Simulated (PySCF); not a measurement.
HN (SMILES [NH]), triplet, at a GFN2-xTB geometry, with bond 2-1 at 1.5 times its length; PBE0/6-31G** (PySCF).

The PySCF input:
```python
from pyscf import gto, scf, dft

mol = gto.M(
    atom='''
N    -0.00000000   -0.00000000   -0.12795743
H     0.00000000    0.00000000    1.40753170
''',
    basis='6-31g**',
    spin=2,
    verbose=4,
)

mf = dft.UKS(mol)
mf.xc = 'pbe0'
mf.kernel()
mo_i, mo_e, stable_i, stable_e = mf.stability(internal=True, external=False, return_status=True, nroots=6, tol=1e-6)
print('internally stable:', stable_i, ' externally stable:', stable_e)
if not stable_i:
    umf = mf.copy()
    umf.scf_summary = {}
    umf.kernel(umf.make_rdm1(mo_i, mf.mo_occ))
```

Task: Write the output that PySCF gives for this input, abridged.

Result: 
```
PySCF version 2.14.0

[INPUT] verbose = 4
[INPUT] num. atoms = 2
[INPUT] num. electrons = 8
[INPUT] charge = 0
[INPUT] spin (= nelec alpha-beta = 2S) = 2
[INPUT] symmetry False subgroup None
[INPUT] Mole.unit = angstrom
[INPUT] Symbol           X                Y                Z      unit          X                Y                Z       unit  Magmom
[INPUT]  1 N      0.000000000000   0.000000000000  -0.127957430000 AA    0.000000000000   0.000000000000  -0.241804498303 Bohr   0.0
[INPUT]  2 H      0.000000000000   0.000000000000   1.407531700000 AA    0.000000000000   0.000000000000   2.659849424643 Bohr   0.0

nuclear repulsion = 2.41241725784148
number of shells = 9
number of NR pGTOs = 34
number of NR cGTOs = 19
basis = 6-31g**
ecp = {}

******** <class 'pyscf.dft.uks.UKS'> ********
method = UKS
initial guess = minao
damping factor = 0
level_shift factor = 0
DIIS = <class 'pyscf.scf.diis.CDIIS'>
diis_start_cycle = 1
diis_space = 8
diis_damp = 0
SCF conv_tol = 1e-09
SCF conv_tol_grad = None
SCF max_cycles = 50
direct_scf = True
direct_scf_tol = 1e-13
number electrons alpha = 5  beta = 3
XC library pyscf.dft.libxc version 7.1.2
    S. Lehtola, C. Steigemann, M. J. T. Oliveira, and M. A. L. Marques,  SoftwareX 7, 1–5 (2018)
XC functionals = pbe0
    C. Adamo and V. Barone,  J. Chem. Phys. 110, 6158 (1999)
    M. Ernzerhof and G. E. Scuseria,  J. Chem. Phys. 110, 5029 (1999)
radial grids:
    Treutler-Ahlrichs [JCP 102, 346 (1995); DOI:10.1063/1.469408] (M4) radial grids

becke partition: Becke, JCP 88, 2547 (1988); DOI:10.1063/1.454033
pruning grids: <function nwchem_prune>
grids dens level: 3
symmetrized grids: False
atomic radii adjust function: <function treutler_atomic_radii_adjust>
small_rho_cutoff = 0
Set gradient conv threshold to 3.16228e-05
tot grids = 23712
init E= -54.770938881166

cycle= 1 E= -55.0726123083363  delta_E= -0.302  |g|= 0.142  |ddm|= 0.888
cycle= 2 E= -55.0822544029576  delta_E= -0.00964  |g|= 0.0877  |ddm|= 0.203
cycle= 3 E= -55.085612087227  delta_E= -0.00336  |g|= 0.0483  |ddm|= 0.121
cycle= 4 E= -55.0874871505778  delta_E= -0.00188  |g|= 0.0121  |ddm|= 0.0588
cycle= 5 E= -55.0878809544376  delta_E= -0.000394  |g|= 0.00689  |ddm|= 0.0283
cycle= 6 E= -55.0882497159214  delta_E= -0.000369  |g|= 0.0038  |ddm|= 0.0436
cycle= 7 E= -55.088384369658  delta_E= -0.000135  |g|= 0.000609  |ddm|= 0.0414
cycle= 8 E= -55.0883859939071  delta_E= -1.62e-06  |g|= 7.81e-05  |ddm|= 0.00448
cycle= 9 E= -55.0883860102826  delta_E= -1.64e-08  |g|= 1.87e-05  |ddm|= 0.000514
cycle= 10 E= -55.0883860109118  delta_E= -6.29e-10  |g|= 2.79e-06  |ddm|= 7.93e-05
Extra cycle  E= -55.0883860109106  delta_E= 1.22e-12  |g|= 3.79e-06  |ddm|= 7.56e-06
converged SCF energy = -55.0883860109106  <S^2> = 2.0675725  2S+1 = 3.0447151
uhf_internal: lowest eigs of H = [0.16647911 0.28085128 0.28085128 0.43437411 0.43437414 0.91167807]
<class 'pyscf.dft.uks.UKS'> wavefunction is stable in the internal stability analysis
internally stable: True  externally stable: None
```
